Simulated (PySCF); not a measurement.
# Bond lengths and vibrations by method: AlF2H

Calculated results; nothing here was measured. They come from PySCF 2.14.0, an open-source quantum chemistry program, on an isolated molecule that a program drew, which may never have been made. The molecule is AlF2H (charge 0, singlet), drawn as the SMILES string `[F][AlH][F]`.

The geometry was optimised and harmonic frequencies were computed with HF and MP2, all in the cc-pV(D+d)Z basis, for the commonest isotopes, with a restricted reference for singlets and an unrestricted one otherwise, and a frozen core in MP2. Each result is a local minimum of its method.

Geometry at the HF minimum:
```xyz
4
AlF2H, angstrom
F     0.5065    0.5594   -0.3766
Al   -1.0412    0.7108    0.1509
F    -1.8987    1.9957   -0.4063
H    -1.6657   -0.3144    1.1322
```

Lengths of the bonds as drawn, in Å (atoms numbered as above):
| bond | HF | MP2 |
|---|---|---|
| F1-Al2 | 1.642 | 1.664 |
| Al2-F3 | 1.642 | 1.664 |
| Al2-H4 | 1.550 | 1.554 |

Rotational constants, in GHz:
```
constant,HF,MP2
A,32.06,32.05
B,6.778,6.539
C,5.595,5.431
```

Harmonic frequencies in cm^-1, each column in rising order, so a row needn't be the same motion in every method:
| rank | HF | MP2 |
|---|---|---|
| 1 | 276 | 261 |
| 2 | 528 | 509 |
| 3 | 689 | 660 |
| 4 | 795 | ? |
| 5 | 946 | 919 |
| 6 | 2112 | 2073 |

**Estimate the missing MP2 frequency from the HF column.**

A single factor s that minimises the squared misfit of MP2 against s times HF over the other rows is sum(HF x MP2) / sum(HF^2) = 0.9770, with an rms misfit of 9 cm^-1. For rank 4 it gives 0.9770 x 795 = 777 cm^-1. The calculation gives 762 cm^-1, 15 cm^-1 below the estimate. The drawn bonds are on average 1.0 % longer in MP2 than in HF.
